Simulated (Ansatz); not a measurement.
`C[Se]B(Cl)Cl` + CH₃SH → `CSB(Cl)Cl` + `C[SeH]` at 500 K and 1 bar (ligand exchange at a B–Se bond).

Computed with Ansatz on PBE0-D4/def2-TZVP structures; ΔE is electronic, products minus reactants. CBS: MP2 limit from def2 TZ/QZ plus the TZ coupled-cluster correction, frozen cores. This one scheme is used for every species. For Se outer-core shells are correlated without core-valence functions, which leaves a few kJ/mol of doubt a bond. Scalar relativity is left out up to krypton. One conformer a species, not always the lowest.

```
       species  CCSD(T)/CBS energy (Eh)  H − E (kJ/mol)  S (J/(mol·K))
`C[Se]B(Cl)Cl`              -3385.02344           160.7          419.7
         CH₃SH               -438.22835           145.1          283.7
   `CSB(Cl)Cl`              -1382.09730           162.3          402.9
      `C[SeH]`              -2441.15625           142.1          299.3
```

H − E and S are ideal-gas, rigid-rotor, harmonic terms from PBE0-D4/def2-TZVP, for one conformer and one mirror image of each species. 1 Eh = 2625.50 kJ/mol, R = 8.31446 J/(mol·K).

Q: By hand: ΔE, ΔH, ΔS and ΔG.

A: ΔE = (-1382.09730) + (-2441.15625) − (-3385.02344) − (-438.22835) = -0.00176 Eh = -4.6 kJ/mol. Δ(H − E) = 162.3 + 142.1 − 160.7 − 145.1 = -1.4, so ΔH = -6.0 kJ/mol. ΔS = 402.9 + 299.3 − 419.7 − 283.7 = -1.2 J/(mol·K). ΔG = -6.0 − 500 × (-1.2)/1000 = -5.4 kJ/mol.

Q: By hand: the equilibrium constant, and the temperature at which ΔG would vanish if ΔH and ΔS stayed fixed.

A: log₁₀ K = −ΔG/(RT ln 10) = 0.6. ΔG = 0 at ΔH/ΔS = 5000 K, far beyond where these terms or the molecules hold.

The number of gas molecules stays the same, so ΔS is small and ΔH decides. The sign of ΔG lies within the doubt. A doubt of 5 kJ/mol in ΔE shifts log₁₀ K by 0.5 here. Other conformers and mirror images would add mixing entropy, several J/(mol·K) or more a flexible species. These are equilibria of isolated gas molecules and say nothing of rates. Largest T1 diagnostic: 0.012 (customary marks: 0.02 for closed shells, 0.045 for open ones).
